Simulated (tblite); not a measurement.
C₆H₁₀N (doublet state).
Cartesian coordinates in Å at the GFN2-xTB level; atoms count from 1:
```
atom  x, y, z in Å
C1     3.1589   -0.3890   -0.2143
C2     1.8100    0.2291   -0.2046
N3     0.7488   -0.5207   -0.3078
C4    -0.4788   -0.1814   -0.0932
C5    -1.7529   -0.8973   -0.4069
C6    -2.5167    0.2542    0.2771
C7    -1.1841    0.9570    0.5979
H8     3.0696   -1.4700   -0.2739
H9     3.7429   -0.0284   -1.0634
H10    3.7081   -0.1230    0.6911
H11    1.7490    1.3179   -0.1632
H12   -1.8532   -1.8695    0.0781
H13   -1.9563   -1.0296   -1.4709
H14   -3.0852   -0.0452    1.1546
H15   -3.1659    0.8156   -0.3911
H16   -0.9567    1.0629    1.6598
H17   -1.0447    1.9293    0.1211
```

All values are computed: GFN2-xTB (tblite) harmonic vibrations without scaling, gas phase. The method is semi-empirical: single wavenumbers can be off by several per cent or more. One conformer, not necessarily the lowest. Open shells enter through the occupations alone, without spin polarisation, and single modes of such species can be off by tens of per cent.

Harmonic wavenumbers (cm⁻¹): 70.8, 112.8, 129.1, 147.8, 212.3, 343.2, 399.4, 456.4, 668.0, 721.9, 759.0, 770.3, 902.6, 974.0, 974.4, 1002.2, 1019.3, 1027.8, 1051.1, 1116.4, 1155.3, 1160.5, 1169.6, 1211.4, 1222.3, 1257.6, 1274.1, 1386.7, 1441.7, 1442.6, 1448.2, 1461.0, 1482.0, 1496.9, 1572.4, 2916.7, 2944.5, 2950.5, 2957.8, 2971.7, 2975.7, 2981.2, 3016.1, 3023.0, 3056.7.

A = 9045, B = 1330, C = 1201 MHz; mass 96.081 u (most abundant isotopes); point group C1, symmetry number 1; spin multiplicity 2.

**Question.** What is the zero-point energy?

**Answer.** ½Σν̃ = 31417 cm⁻¹ = 89.83 kcal/mol.

**Question.** What is S at 298.15 K and 1 bar for an ideal gas of classical rigid rotors and harmonic oscillators?

**Answer.** Translation 39.63, rotation 27.50, vibration 20.22, spin (R ln 2) 1.38: S = 88.7 cal/(mol K).

**Question.** And Cp and H(298.15 K) − H(0)?

**Answer.** Cp = 30.09 cal/(mol K), of which vibrations give 22.14 (their classical limit is 45 R = 89.4); H(298.15 K) − H(0) = 5.62 kcal/mol without the zero-point energy, 3.25 from vibrations.

**Question.** What must be added to the electronic energy to get the Gibbs energy at 298.15 K and 1 bar?

**Answer.** ZPE + [H(298.15 K) − H(0)] − T·S = 89.83 + 5.62 − 26.45 = 69.00 kcal/mol.

**Question.** Blend soft modes into free rotors: weight 1/[1 + (100 cm⁻¹/ν̃)⁴] for the oscillator and the rest for a rotor with moment μB/(μ + B), μ = h/(8π²ν), B = 10⁻⁴⁴ kg m². What vibrational entropy results?

**Answer.** 19.16 cal/(mol K) in place of 20.22, which changes −T·S at 298.15 K by +0.31 kcal/mol.

Hindered rotation and anharmonicity are outside this model. Other conformers, if any are populated, would add a mixing term that is left out. The structure is chiral; the term R ln 2 for an equal mix with its mirror image is left out.

Hardware: Arm Neoverse N1, one thread, no GPU, shared host. Cost: 0.68 s wall. The figure is for the frequency step alone.
